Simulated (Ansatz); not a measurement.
Calculated with Ansatz (gas phase, PBE0-D4/def2-TZVP geometries, no zero-point term in ΔE). CBS: MP2 limit from def2 TZ/QZ plus the TZ coupled-cluster correction, frozen cores. This one scheme is used for every species. Each species was taken in one conformer, which may not be the lowest.

`NCB(O)O` + H–F → `OB(O)F` + CH₃NH₂  (ligand exchange at a B–C bond)

```
  species  CCSD(T)/CBS(def2) energy (Eh)
`NCB(O)O`                     -271.62690
      H–F                     -100.39570
 `OB(O)F`                     -276.31625
   CH₃NH₂                      -95.75281
```

Question: Work out ΔE.

Answer: ΔE = (-276.31625) + (-95.75281) − (-271.62690) − (-100.39570) = -0.04646 Eh = -122.0 kJ/mol.

Largest T1 diagnostic among the species: 0.012.

From PBE to PBE0 (25 % exact exchange), in def2-TZVPP and without D4, ΔE moves by −4.0 kJ/mol. The D4 term adds +7.8 kJ/mol with B3LYP and +4.3 kJ/mol with PBE0; it sums over pairs of atoms, weighted by their polarisabilities, and B3LYP, whose exchange is more repulsive, gets the larger term. In def2-TZVPP, CCSD(T) changes the Hartree–Fock value by +35.5 kJ/mol (the triples alone add +4.6 kJ/mol) and MP2 by +38.0 kJ/mol.

B3LYP here is the variant with VWN-RPA as its local correlation; programs differ in this.
